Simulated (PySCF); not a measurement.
A search over the determinants of BeSn⁺

Unrestricted PBE0; Be x2c-SVPall, Sn x2c-SVPall; spin-free X2C with a Gaussian nucleus (PySCF 2.14). Outer shells of the fragments: Be 2s2; Sn+ 4d10 5s2 5p1.

Followed along the bond (rough minima from three points):

```csv
2Ms+1,unpaired,⟨S²⟩ at the start,R at minimum (Å),Te (eV)
2,π ↑,0.75,2.57,0.00
2,σ ↑,0.75,2.74,0.56
4,"σ ↑, π ↑↑",3.75,none in the scan,≤ 1.24
```

Solutions found at the starting distance of 2.410 Å, counted from the lowest of them; the search is not exhaustive and high or unbound solutions are not listed, so other states can lie among these:

```csv
2Ms+1,unpaired,term,E (eV),⟨S²⟩,⟨Lz²⟩,μ (D)
2,π ↑,²Π,0.00,0.75,1.00,-5.54
2,σ ↑,²Σ⁺,0.76,0.75,0.00,-1.54
4,"σ ↑, π ↑↑",⁴Σ⁻,1.27,3.75,0.00,-5.47
4,"σ ↑↑, π ↑",⁴Π,1.67,3.75,1.00,-1.71
2,"σ ↑, π ↑↓",mixed,1.88,1.76,2.01,-5.63
2,"σ ↓, π ↑↑",mixed,2.11,1.76,0.00,-6.08
2,σ ↑,mixed,2.43,0.95,2.00,-5.30
4,"σ ↑, π ↑↑",mixed,3.50,3.76,2.00,-4.05
2,π ↑,²Π,5.12,0.79,1.03,-5.04
```

A term symbol is given only where ⟨S²⟩ and ⟨Lz²⟩ are close to those of a pure state; real π, δ and φ orbitals otherwise mix terms. A positive dipole points towards Sn; it is taken about the centre of mass and depends on that origin.

**Question.** Compare the gap between the two lowest followed solutions at the starting distance with the gap between their minima.

**Answer.** At PBE0 the second solution (doublet, unpaired electrons σ ↑) lies +0.76 eV from the first (doublet, unpaired electrons π ↑) at 2.410 Å and +0.56 eV at the minima; the two curves relax by different amounts, since their minima lie near 2.74 and 2.57 Å.

Spin–orbit coupling is left out. Counting both spins, an empty level lies below a filled one in some of these solutions, because spin and occupation are held.
